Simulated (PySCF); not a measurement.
GaHBr2, SMILES [Br][GaH][Br]. Atoms are numbered in the order given.

```xyz
4

Ga     0.0000     0.0000    -0.8134
H      0.0000     0.0000    -2.3597
Br     0.0000    -1.9180     0.3940
Br     0.0000     1.9180     0.3940
```
Charge 0, spin multiplicity 1.

Geometry optimised at ωB97X-D3(BJ)/def2-SVP. The structure was generated by enumeration; whether it is a known compound was not checked.

Two levels are set side by side: PBE/pcSseg-1 (PySCF) and KT2/pcSseg-1 (PySCF). GIAO shifts against TMS (¹H) at the same level; non-relativistic, no solvent, atoms listed together averaged. Without spin–orbit terms, shifts of atoms bonded to Cl or Br come out too high at both levels. Differences are taken from unrounded values.

| quantity | KT2 |
|---|---|
| δ(¹H) of H2 (ppm) | 7.02 |

Question: What does PBE give, and how far is it from KT2? (An estimate is asked for; the answer gives what the named calculation found.)

Answer: 
```json
[
 {"quantity": "δ(¹H) of H2 (ppm)", "PBE": "7.10", "PBE minus KT2": "0.08"}
]
```

Here PBE gives about what the other level gives.

Rough cost on one machine, each run with all the roots and properties that it gave: KT2 against PBE within a factor of 2.
